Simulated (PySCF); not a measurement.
Compound: C₄H₁₀ClFSi₂.
Numbering: `[CH3:1][CH2:2][C@@H:3]1[SiH2:4][Si@@H:5]([Cl:6])[C@@H:7]1[F:8]`

Probes without a nucleus sit at each ring's centroid and 1 Å off its mean plane on both sides; NICS is minus the shielding there, NICSzz its component along the normal. Level: GIAO PBE0/pcSseg-1 (PySCF, non-relativistic, gas phase) on the GFN2-xTB geometry, one conformer.

Ring bond lengths (Å), with Mayer bond orders in brackets: C3–Si4 1.940 (0.88), Si4–Si5 2.330 (0.90), Si5–C7 1.953 (0.85), C7–C3 1.558 (0.95).

Q: Give the NICS values of each ring in ppm.

A: 
| ring | type | NICS(0) | NICS(1), two faces | NICS(1)zz, two faces | rms pucker (Å) | centre to ring atoms, mean (Å) |
| --- | --- | --- | --- | --- | --- | --- |
| C3–Si4–Si5–C7 | 4-membered ring with 2 Si; formal bonds all single | 2.1 | -1.3 / -0.1 | 4.7 / 7.0 | 0.01 | 1.37 |

Q: What do they say, and how far can they be read as aromaticity?

A: 
- C3–Si4–Si5–C7: mean NICS(1)zz 5.8 ppm, deshielded. C3, Si4, Si5, C7 have four or more neighbours, and the NICS criterion for π rings isn't applied.

Q: At the second NICS(1) probe listed for ring C3–Si4–Si5–C7, 1 Å off the ring, how large is the induced field along the normal in 14.1 T applied along it?

A: NICSzz × B0 = 7.0 ppm × 14.1 T = 99 μT, along the applied field.

Q: What are the shieldings of the ring atoms and their hydrogens in the same run (means over atoms taken as equivalent)?

A: 
| atoms | environment | σ isotropic (ppm) |
| --- | --- | --- |
| C3 | sp3 carbon bound to silicon | 149.5 |
| Si4 | SiH2 silicon | 393.5 |
| Si5 | chlorine-bound silicon | 332.9 |
| C7 | sp3 C–F carbon | 83.2 |
| H on C3 | methine hydrogen | 29.46 |
| H on Si4 | Si–H hydrogen | 27.11 |
| H on Si4 | Si–H hydrogen | 27.23 |
| H on Si5 | Si–H hydrogen | 25.75 |
| H on C7 | methine hydrogen | 26.04 |

Time: 70 s; peak memory 0.94 GiB. Hardware: Arm Neoverse N1, one thread, shared host with 64 logical CPUs at a one-minute load of 60. This is the whole shielding run at PBE0/pcSseg-1, SCF included.

The values belong to the conformer `[CH3:1][CH2:2][C@@H:3]1[SiH2:4][Si@@H:5]([Cl:6])[C@@H:7]1[F:8]`: C1–C2–C3–Si4 -69°.
